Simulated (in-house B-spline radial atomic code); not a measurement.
**Cl IX (Cl8+): [He] 2s2 2p4 6f1 (an excited or competing configuration)**

Method: Dirac-Hartree-Fock, average of configuration, Fermi nucleus of rms radius 3.3654 fm. Calculated with a radial B-spline atomic code at the basis-set limit.

Effective charges: Z_r = [3n² - l(l+1)]/(2<r>) from the radius, Z_e = n√(-2ε) from the energy, and Slater's rules. Values are occupation-weighted means over j.

```csv
shell,electrons,ε (eV),<r> (bohr),Z_r,Z_e,Slater
1s,2,-3141.7,0.09058,16.56,15.20,16.70
2s,2,-512.86,0.4184,14.34,12.28,13.55
2p,4,-457.27,0.3736,13.38,11.59,13.55
6f,1,-30.679,5.317,9.03,9.01,9.00
```

The least bound orbital is 6f7/2 at -30.68 eV, and it is also the most diffuse (<r> = 5.317 bohr).

Spin-orbit splittings of the orbital energies (j = l + 1/2 above j = l - 1/2 when positive): 2p 1.986 eV, 6f 0.001827 eV.

For the 1s electron the small component carries 0.368 % of the norm, the zero-frequency Breit interaction raises the level by 2.039 eV, self-energy by 0.9501 eV, and vacuum polarisation lowers it by 0.0647 eV.
